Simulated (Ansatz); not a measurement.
Stepwise reaction of `[CH3][GaH][CH3]` with hydrogen sulfide, as a gas-phase model of exchange steps in deposition or etching. ΔE in kJ/mol.

Computed with Ansatz on PBE0-D4/def2-TZVP structures; ΔE is electronic, products minus reactants. CBS: MP2 limit from def2 TZ/QZ plus the TZ coupled-cluster correction, frozen cores. This one scheme is used for every species. Functionals use def2-TZVPP. B3LYP here is the variant with VWN-RPA as its local correlation; programs differ in this. For Ga outer-core shells are correlated without core-valence functions, which leaves a few kJ/mol of doubt a bond. Scalar relativity is left out up to krypton. One conformer a species, not always the lowest.

```csv
step,reaction,PBE-D4,B3LYP-D4,ωB97M-V,CCSD(T)/CBS
2,`[CH3][GaH][SH]` + H₂S → `[SH][GaH][SH]` + CH₄,-107.9,-109.2,-105.0,-104.6
```

(1) Give the row of step 1, `[CH3][GaH][CH3]` + H₂S → `[CH3][GaH][SH]` + CH₄. (Estimate.)

(2) By hand: ΔE of the 2 steps together at CCSD(T)/CBS.

## Answers

(1) Computed: 
```csv
step,reaction,PBE-D4,B3LYP-D4,ωB97M-V,CCSD(T)/CBS
1,`[CH3][GaH][CH3]` + H₂S → `[CH3][GaH][SH]` + CH₄,-126.3,-127.0,-122.4,-122.7
```

(2) (-122.7) + (-104.6) = -227.3 kJ/mol, or -113.7 kJ/mol a step.

In ΔE each step is higher than the one before. All are downhill at CCSD(T)/CBS. PBE-D4 differs from CCSD(T)/CBS by -3.6 to -3.3 kJ/mol a step. Isolated molecules leave out the surface, adducts and barriers. Largest T1 diagnostic: 0.013.
